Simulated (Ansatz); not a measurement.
CH7BSSi, relaxed with RKS PBE-D4/def2-SVP in the Gaussian-basis code of Ansatz from a rough embedded geometry. The force threshold is 0.03 eV/Å; the program also tests the step.

Charge 0, multiplicity 1. The bonds changed during the relaxation, so this is another structure than the one it started from.

Start:

```xyz
11

B     1.425    0.212   -0.104
C     0.032   -0.396   -0.327
Si   -1.065    0.188    1.025
S    -0.672    0.144   -1.855
H     2.404   -0.542    0.026
H     1.676    1.370   -0.112
H     0.062   -1.500   -0.272
H    -2.442   -0.363    0.901
H    -1.148    1.713    1.038
H    -0.555   -0.219    2.349
H     0.283   -0.608   -2.668
```

| step | energy (eV) | largest force (eV/Å) | largest move (Å) |
| --- | --- | --- | --- |
| 1 | -20520.3675 | 2.544 | 0.000 |
| 2 | -20520.6381 | 0.943 | 0.123 |
| 3 | -20520.7052 | 0.317 | 0.100 |
| 4 | -20520.7207 | 0.182 | 0.057 |
| 5 | -20520.7585 | 0.455 | 0.197 |
| 6 | -20520.8191 | 0.650 | 0.193 |
| 7 | -20520.9083 | 0.611 | 0.191 |
| 8 | -20521.0303 | 0.515 | 0.200 |
| 9 (rejected) | -20521.0293 | 0.944 | 0.197 |
| 10 | -20521.0796 | 0.363 | 0.095 |
| 11 | -20521.0980 | 0.343 | 0.100 |
| 12 | -20521.1076 | 0.266 | 0.114 |
| 13 | -20521.1081 | 0.260 | 0.042 |
| 14 | -20521.1117 | 0.036 | 0.033 |
| 15 | -20521.1119 | 0.017 | 0.009 |

End:

```xyz
11

B     1.433    0.226   -0.348
C     0.064   -0.510   -0.073
Si   -1.194    0.208    1.143
S    -0.075    0.293   -1.769
H     2.380   -0.405   -0.782
H     1.586    1.356    0.078
H     0.011   -1.608   -0.186
H    -2.581   -0.326    0.903
H    -1.212    1.705    1.004
H    -0.762   -0.166    2.534
H     0.351   -0.774   -2.505
```

Run time 33 s (2 threads of an Arm Neoverse V1 on a shared host); peak host memory 0.15 GiB.
